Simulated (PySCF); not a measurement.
F2H4OSi2, SMILES F[Si](F)(O)[SiH3].

Coordinates come from a B3LYP-D3(BJ)/def2-SVP optimisation. The structure was generated by enumeration, and PubChem lists no compound with its InChIKey, so it may never have been made. One conformer was computed; it need not be the lowest.

These are PBE/def2-TZVP in PySCF values and carry that method's errors.

Symmetry labels are those of the subgroup Cs that the program uses (full group Cs).

Computed valence orbital energies around the gap with their symmetry:
| orbital | symmetry | energy (eV) |
|---|---|---|
| HOMO−7 | A' | -10.69 |
| HOMO−6 | A" | -10.19 |
| HOMO−5 | A" | -9.83 |
| HOMO−4 | A' | -9.16 |
| HOMO−3 | A" | -8.87 |
| HOMO−2 | A' | -8.84 |
| HOMO−1 | A" | -8.32 |
| HOMO | A' | -7.86 |
| LUMO | A' | -1.00 |
| LUMO+1 | A" | -0.95 |
| LUMO+2 | A' | -0.35 |
| LUMO+3 | A' | 0.12 |
